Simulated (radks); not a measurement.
The numbers below are computed, except where a source is named.
Question: Species: P4+. Configuration: [Ne] 3s1. Code: a radial shooting solver on a logarithmic mesh with Libxc functionals. Model: scalar-relativistic Kohn-Sham, LDA (Slater exchange, VWN5 correlation), spin-polarised, spherical densities, point nucleus; open shells are filled with parallel spins first. Some entries of the table are withheld. Estimate them.

orbital  occ.  eigenvalue (eV)  <r^2> (bohr^2)  <r> (bohr)
1s up       1        -2134.714         0.01453      0.1039
1s down     1        -2134.432         0.01453      0.1039
2s up       1        -229.3756          0.3214      0.5194
2s down     1        -229.0091          0.3202      0.5186
2p up       3              (1)          0.2912      0.4821
2p down     3              (2)          0.2894      0.4809
3s up       1         -59.6554           2.875       1.589
3s down     0         -56.8579           2.922       1.600
3p up       0         -48.8444           3.355       1.708
3p down     0         -46.1738           3.462       1.732
4s up       0         -25.4796           12.48       3.328
4s down     0         -24.7907           13.06       3.405

Answer: 
(1) 2p up eigenvalue (eV): -180.9482
(2) 2p down eigenvalue (eV): -180.5750
